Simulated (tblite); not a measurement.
Compound: CH9BOSi.
Numbering: `[BH3-:1][O+:2]([CH3:3])[SiH3:4]` (hydrogens: H5, H6, H7 on B1; H8, H9, H10 on C3; H11, H12, H13 on Si4)

Computed with GFN2-xTB (tblite), gas phase: L-BFGS steps from a force-field or distance-geometry start until the largest atomic force falls under 0.01 eV/Å.

Step 84: E = -375.5763 eV
```
atom  x, y, z in Å  |  force x, y, z in eV/Å
B1     -0.1387    1.5729    0.0894   -0.021   0.017  -0.027
O2     -0.0335   -0.0499   -0.1628   -0.029   0.021   0.045
C3     -1.2741   -0.6827    0.0310   -0.025  -0.004  -0.006
Si4     1.4343   -0.8204   -0.1364    0.035  -0.013  -0.023
H5     -0.5451    1.6883    1.2010    0.001  -0.014   0.001
H6     -0.8966    1.9570   -0.7435    0.036  -0.017   0.028
H7      0.9728    1.9639   -0.0459   -0.003   0.010   0.000
H8     -1.5732   -0.6050    1.0788   -0.005  -0.012  -0.016
H9     -2.0203   -0.1733   -0.5806    0.024   0.005   0.009
H10    -1.2193   -1.7339   -0.2567    0.007   0.007   0.011
H11     2.2456   -0.0550   -1.0717   -0.019  -0.071   0.066
H12     1.0841   -2.1535   -0.6557    0.059   0.067   0.068
H13     1.9595   -0.9078    1.2353   -0.060   0.005  -0.156
```

Step 85: E = -375.5779 eV
```
atom  x, y, z in Å  |  force x, y, z in eV/Å
B1     -0.1380    1.5737    0.0952   -0.011   0.003  -0.032
O2     -0.0347   -0.0470   -0.1620   -0.030  -0.001   0.064
C3     -1.2747   -0.6823    0.0280   -0.018  -0.014  -0.019
Si4     1.4331   -0.8174   -0.1388    0.016  -0.021  -0.027
H5     -0.5459    1.6863    1.2069    0.010  -0.008  -0.010
H6     -0.8934    1.9574   -0.7390    0.018   0.003   0.022
H7      0.9746    1.9625   -0.0416   -0.009   0.012   0.014
H8     -1.5792   -0.6111    1.0750    0.008   0.012  -0.021
H9     -2.0191   -0.1733   -0.5865    0.015   0.004   0.018
H10    -1.2150   -1.7324   -0.2614   -0.003  -0.002   0.000
H11     2.2435   -0.0656   -1.0836   -0.012  -0.050   0.043
H12     1.0805   -2.1565   -0.6379    0.053   0.056   0.049
H13     1.9639   -0.8940    1.2279   -0.038   0.006  -0.102
```

Step 86: E = -375.5801 eV
```
atom  x, y, z in Å  |  force x, y, z in eV/Å
B1     -0.1342    1.5699    0.1097   -0.019  -0.008  -0.029
O2     -0.0388   -0.0467   -0.1612   -0.009  -0.014   0.048
C3     -1.2809   -0.6817    0.0149    0.005  -0.022  -0.006
Si4     1.4316   -0.8101   -0.1437    0.032  -0.046   0.007
H5     -0.5459    1.6687    1.2214    0.019   0.016  -0.010
H6     -0.8863    1.9620   -0.7228    0.010   0.021   0.016
H7      0.9806    1.9571   -0.0223   -0.023  -0.002   0.022
H8     -1.5924   -0.6174    1.0603   -0.002   0.028  -0.023
H9     -2.0178   -0.1684   -0.6037   -0.006   0.004   0.019
H10    -1.2193   -1.7307   -0.2776   -0.003  -0.005  -0.013
H11     2.2334   -0.0940   -1.1215   -0.016  -0.027   0.012
H12     1.0774   -2.1684   -0.5835    0.042   0.051   0.023
H13     1.9882   -0.8399    1.2123   -0.030   0.004  -0.065
```

Problem. Estimate the geometry and energy of step 87. (The exact step hangs on the optimiser's Hessian estimate; all steps are aligned on step 86, rigid shifts and turns removed.)

Solution. E = -375.5810 eV, largest force 0.046 eV/Å
```
atom  x, y, z in Å  |  force x, y, z in eV/Å
B1     -0.1326    1.5676    0.1158   -0.021  -0.013  -0.016
O2     -0.0407   -0.0473   -0.1582    0.006  -0.022   0.013
C3     -1.2842   -0.6825    0.0073    0.012  -0.013   0.000
Si4     1.4311   -0.8068   -0.1443    0.023  -0.037  -0.015
H5     -0.5405    1.6611    1.2288    0.009   0.027   0.005
H6     -0.8860    1.9643   -0.7124    0.002   0.024   0.004
H7      0.9819    1.9548   -0.0166   -0.013  -0.008   0.017
H8     -1.5978   -0.6223    1.0518   -0.021   0.021  -0.010
H9     -2.0170   -0.1633   -0.6111   -0.010  -0.003   0.017
H10    -1.2235   -1.7303   -0.2906    0.003   0.010  -0.012
H11     2.2277   -0.1085   -1.1382   -0.015  -0.015  -0.008
H12     1.0779   -2.1729   -0.5528    0.028   0.022   0.000
H13     1.9993   -0.8136    1.2027   -0.003   0.007   0.006
```

The energy changes by -0.0009 eV. The first-order estimate −F·Δx gives -0.0014 eV and the mean of the old and new forces, exact on a quadratic surface, -0.0009 eV. The step makes an angle of 81° with the force vector and moves no atom by more than 0.031 Å.

What follows is the cost of the whole relaxation. Hardware: one thread of an Intel Xeon at 2.50 GHz, no GPU, on a shared host. Cost: 1.3 s of wall time.
